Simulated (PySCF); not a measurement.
## Radial density of Rh(3+) (rhodium, charge +3)

BP86, [Kr] 4d6, high-spin 5D determinant. Calculation: PySCF 2.14, in cc-pVTZ-PP with ECP28MDF; a scalar-relativistic core potential. This is the valence pseudo-density: the core potential removes the inner electrons and smooths the orbitals near the nucleus.

```csv
r (bohr),4πr²ρ (e/bohr),4πr²(ρα − ρβ)
0.0178,1.124e-05,0.0000
0.0299,2.854e-05,0.0000
0.0504,6.696e-05,0.0000
0.0847,0.0002240,0.0000
0.142,0.002001,0.0006
0.240,0.03066,0.0095
0.403,0.7463,0.1569
0.678,9.129,1.5569
1.14,13.12,3.4354
1.92,2.659,1.2783
3.23,0.1091,0.0625
5.43,0.0002582,0.0001
```

Energies and moments cover only the electrons outside the core potential.
